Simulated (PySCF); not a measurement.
## Xe²⁺: ionisation energy

Xe²⁺ [Kr] 4d10 5s2 5p4 (3P) → Xe³⁺ [Kr] 4d10 5s2 5p3 (4S), as a difference of total energies. Computed with PySCF 2.14 in aug-cc-pVTZ-PP with one added diffuse shell each of d, f type with ECP28MDF (6s5p5d3f, 67 functions), with scalar relativity through the core potential. Correlated levels: valence: 4s2 4p6 4d10 frozen. The calculations carry no spin-orbit coupling.

```tsv
method	ionisation energy (eV)
UHF	29.367
MP2 (valence)	30.002
SCS-MP2 (valence)	30.069
CCSD (valence)	30.135
CCSD(T) (valence)	30.157
```

Question: How much does correlation contribute at CCSD(T) (valence)?

Answer: 30.157 − (29.367) = 0.790 eV, measured against UHF.

The reference lies between the lowest fine-structure levels, while these numbers refer to the centres of the terms.

Errors of the correlated levels include the incompleteness of this basis and the frozen core.

For comparison: 31.05 ± 0.04 eV (semi-empirical (NIST evaluation); NIST Atomic Spectra Database, ionization energies).
